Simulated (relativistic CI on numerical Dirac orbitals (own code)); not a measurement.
Spin-allowed bands of a d2 ion in an octahedral site, by hand

Problem. Take Δ = 15100 cm⁻¹ and B = 570 cm⁻¹ for a d2 ion in an octahedral site. Calculate the three spin-allowed bands.

Working.
1. The terms of highest spin are 3F (energy 0) and 3P (15B = 8550 cm⁻¹). Here the F term splits into A2 at +1.2Δ = 18120, T2 at +0.2Δ = 3020 and T1 at −0.6Δ = -9060 cm⁻¹.
2. The two T1 states mix through the element 0.4Δ: H = [[-9060, 6040], [6040, 8550]], with roots ½(H₁₁ + H₂₂) ∓ ½√[(H₂₂ − H₁₁)² + 4H₁₂²] = ½(-510) ∓ ½(21355) = -10933 and 10423 cm⁻¹.
3. The ground term is 3T1 at -10933 cm⁻¹.
4. Bands: 3T2 13953 cm⁻¹ (717 nm), 3T1(P) 21355 cm⁻¹ (468 nm), 3A2 29053 cm⁻¹ (344 nm).

Check. Exact diagonalisation of the whole d2 shell with these parameters gives 3T2 13953, 3T1 21355, 3A2 29053 cm⁻¹. The match is exact, since without spin-orbit coupling no other term has this spin. The ratio of the second band to the first, 1.531, depends on Δ/B = 26.5 alone, which is how a Tanabe-Sugano diagram is read.
